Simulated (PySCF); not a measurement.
How methods differ on the excitation energy of Ni⁺

Ni⁺ [Ar] 3d9 (2D) → Ni⁺ [Ar] 3d8 4s1 (4F), as a difference of total energies. Calculation: PySCF 2.14, in aug-cc-pVDZ; no relativity, point nucleus. Correlated levels: valence: [Ar] frozen. The calculations carry no spin-orbit coupling.

Task: Order these methods by the excitation energy they give, lowest first.
A. UHF
B. M06
C. SCS-MP2 (valence)
D. revPBE

Result: A (-0.637 eV), D (1.365 eV), C (1.567 eV), B (1.750 eV).

These non-relativistic numbers lack the scalar-relativistic shift.

Errors of the correlated levels include the incompleteness of this basis and the frozen core.

For comparison: 1.085 eV (measured; NIST levels, between the centres of gravity of the two terms).
